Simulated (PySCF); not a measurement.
CH₅F₂NOSi, SMILES N[Si@](O)(F)CF.

Geometry optimised at B3LYP-D3(BJ)/def2-SVP. The structure was generated by enumeration; whether it is a known compound was not checked. One conformer was computed; it need not be the lowest.

Vertical ionisation energy (IE) and electron affinity (EA) in eV. Rows of orbital energies are one-electron estimates. Where ΔSCF, EOM or ADC give a negative EA the extra electron is unbound and the value depends on the basis.

```tsv
level	IE	EA
−ε(HOMO), −ε(LUMO), HF/def2-TZVP (PySCF)	11.78	-3.37
−ε(HOMO), −ε(LUMO), PBE/def2-TZVP (PySCF)	(withheld)	(withheld)
```

Problem. Some entries are withheld; supply them. (Estimate from the structure and the level; the computed values follow.)

Solution. 
- −ε(HOMO), −ε(LUMO), PBE/def2-TZVP (PySCF), IE: 6.56
- −ε(HOMO), −ε(LUMO), PBE/def2-TZVP (PySCF), EA: 0.25
